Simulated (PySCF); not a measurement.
**Working with the constants of AlAs⁻**

ROHF-CCSD(T) constants of AlAs⁻, ²Σ⁺ (doublet), unpaired electrons σ ↑ (basis Al def2-TZVPPD, As def2-TZVPPD; no relativity; PySCF 2.14; masses 26.9815 and 74.9216 u):

| Property | Result |
| --- | --- |
| ωe | 441.0 cm⁻¹ |
| ωexe | 1.64 cm⁻¹ |
| Be | 0.17032 cm⁻¹ |
| αe | 0.000850 cm⁻¹ |
| D (centrifugal) | 1.02e-07 cm⁻¹ |

(1) Give the vibrational terms G(v) and spacings up to v = 6.

Correlated steps freeze 14 core orbitals. Spin–orbit coupling is left out. The state was picked by a PBE0 search and need not be the measured ground state.

Results:

(1) G(v) = ωe(v+½) − ωexe(v+½)².

```json
{"v": "0", "G(v) (cm⁻¹)": "220", "G(v) − G(v−1)": "", "Bv (cm⁻¹)": "0.1699"}
{"v": "1", "G(v) (cm⁻¹)": "658", "G(v) − G(v−1)": "438", "Bv (cm⁻¹)": "0.1690"}
{"v": "2", "G(v) (cm⁻¹)": "1092", "G(v) − G(v−1)": "434", "Bv (cm⁻¹)": "0.1682"}
{"v": "3", "G(v) (cm⁻¹)": "1523", "G(v) − G(v−1)": "431", "Bv (cm⁻¹)": "0.1673"}
{"v": "4", "G(v) (cm⁻¹)": "1951", "G(v) − G(v−1)": "428", "Bv (cm⁻¹)": "0.1665"}
{"v": "5", "G(v) (cm⁻¹)": "2376", "G(v) − G(v−1)": "425", "Bv (cm⁻¹)": "0.1656"}
{"v": "6", "G(v) (cm⁻¹)": "2797", "G(v) − G(v−1)": "421", "Bv (cm⁻¹)": "0.1648"}
```
